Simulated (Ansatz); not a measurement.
Geometry optimisation, Ansatz, RKS B3LYP-D4/def2-SVP.

Input file:

```yaml
crystal:
  periodic: [false, false, false]
  atoms:
    - { symbol: B, position_ang: [0.0, 0.0, 0.0] }
    - { symbol: Cl, position_ang: [0.0, 0.0, 2.21] }
    - { symbol: H, position_ang: [1.0305, 0.0, -0.595] }
    - { symbol: H, position_ang: [-1.0305, 0.0, -0.595] }
    - { symbol: "N", position_ang: [0.0773, -1.7539, 0.5833] }
    - { symbol: H, position_ang: [-0.441, -2.5119, 0.0539] }
    - { symbol: Si, position_ang: [1.0434, -2.1779, 2.0663] }
    - { symbol: H, position_ang: [1.2276, -3.6248, 2.1308] }
    - { symbol: H, position_ang: [2.3474, -1.5244, 2.0018] }
    - { symbol: H, position_ang: [0.3313, -1.7252, 3.2578] }
    - { symbol: H, position_ang: [0.0556, -1.2621, 1.6502] }
basis:
  gaussian: { orbitals: def2-SVP }
hamiltonian:
  xc: b3lyp
  dispersion: d4
relax:
  f_tol: 0.15
  max_steps: 25
  restrain:
    - { distance: [0, 4], at: 2.75, k: 30.0 }
    - { distance: [10, 1], at: 2.57, k: 30.0 }
    - { distance: [0, 1], at: 1.86, k: 30.0 }
    - { distance: [10, 4], at: 1.06, k: 30.0 }
```

Launched with:

```bash
$ ansatz run input.yaml --threads 2 --pin off --max-ram 3072MiB --backend cpu --events-out ev --progress --plain --runs-dir out
```

Where does it end, and by what steps?

The forces met the threshold. The restraints hold the end off the free minimum; the threshold counts their pulls, which the force column leaves out. Restrained pairs: B1–N5 (1.85 → 2.74 Å), Cl2–H11 (1.38 → 2.58 Å), B1–Cl2 (2.21 → 1.83 Å), N5–H11 (1.17 → 1.03 Å). After 9 steps the energy has fallen by 6.082 eV (the restraints' own energy left out); Cl2 moved furthest, 1.10 Å. The start is strongly strained (largest force component 8 eV/Å), so its close contacts needn't be bonds.

```json
{"step": "0", "energy less start (eV)": "0.0000", "largest force component (eV/Å)": "8.429", "accepted": "yes"}
{"step": "1", "energy less start (eV)": "-1.3619", "largest force component (eV/Å)": "6.436", "accepted": "yes"}
{"step": "2", "energy less start (eV)": "-2.2158", "largest force component (eV/Å)": "6.218", "accepted": "yes"}
{"step": "3", "energy less start (eV)": "-3.0481", "largest force component (eV/Å)": "4.748", "accepted": "yes"}
{"step": "4", "energy less start (eV)": "-4.1293", "largest force component (eV/Å)": "2.458", "accepted": "yes"}
{"step": "5", "energy less start (eV)": "-5.2415", "largest force component (eV/Å)": "2.475", "accepted": "yes"}
{"step": "6", "energy less start (eV)": "-5.7685", "largest force component (eV/Å)": "1.849", "accepted": "yes"}
{"step": "7", "energy less start (eV)": "-5.9677", "largest force component (eV/Å)": "1.593", "accepted": "yes"}
{"step": "8", "energy less start (eV)": "-5.9707", "largest force component (eV/Å)": "1.149", "accepted": "yes"}
{"step": "9", "energy less start (eV)": "-6.0819", "largest force component (eV/Å)": "1.067", "accepted": "yes"}
```

```xyz
11
Properties=species:S:1:pos:R:3
B 0.029 0.435 -0.038
Cl -0.256 0.934 1.698
H 1.145 0.522 -0.460
H -0.955 0.203 -0.685
N -0.016 -2.121 0.940
H -0.315 -2.859 0.304
Si 1.195 -2.454 2.174
H 1.481 -3.912 2.173
H 2.474 -1.734 1.925
H 0.678 -2.056 3.504
H -0.819 -1.537 1.230
```

Run time: 16 s on 2 threads of Intel(R) Xeon(R) 6975P-C (Granite Rapids) (shared host), peak memory 0.23 GiB.
